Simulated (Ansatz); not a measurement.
Si₄Ni₃, relaxed as a singlet with RKS r2SCAN-D4/def2-SVP in Ansatz, starting from the GFN2-xTB geometry. Force threshold 0.02 eV/Å.

The restricted singlet is unstable towards broken spin symmetry in Hartree–Fock (as tested in another run); at r2SCAN-D4/def2-SVP this wasn't settled. The relaxation made no stability test and no search for a lower SCF solution. At r2SCAN-D4/def2-SVP a triplet of charge 0 lies 0.56 eV below the restricted singlet, each at its own geometry. The structure comes from a short search, and lower isomers may exist.

Start:

```xyz
7

Ni    1.005    1.577   -0.406
Ni   -0.620   -0.256    1.796
Ni   -0.954   -0.851   -1.413
Si   -1.182    0.980   -0.057
Si    1.035   -0.051   -1.874
Si    1.387    0.582    1.510
Si   -0.671   -1.982    0.444
```

```csv
step,energy (eV),largest force component (eV/Å),SCF passes
1,-154611.3222,1.599,203
2,-154611.8471,1.245,60
3,-154612.1820,0.393,50
4,-154612.2649,0.354,53
5,-154612.4327,0.423,47
6,-154612.5957,0.413,45
7,-154612.6276,0.089,34
8,-154612.6310,0.066,31
9,-154612.6318,0.048,31
10,-154612.6323,0.008,31
```

Force components are those of the run's own axes.

End:

```xyz
7

Ni    1.1822    1.4891   -0.5280
Ni   -0.5549   -0.4618    1.8367
Ni   -1.3540   -0.6256   -1.5127
Si   -0.8231    0.7991    0.0541
Si    0.8626   -0.4430   -1.5069
Si    1.0016    1.0047    1.5649
Si   -0.3144   -1.7625    0.0920
```

Bonds formed: Si4–Si5, Si4–Si6, Si4–Si7, Si5–Si7 (atoms count from 1).

No frequencies were taken in this run, so the end may be a saddle point.

Hardware: 4 threads of Intel Xeon 6975P-C on a shared host. Wall time 92 s, peak host memory 0.63 GiB.
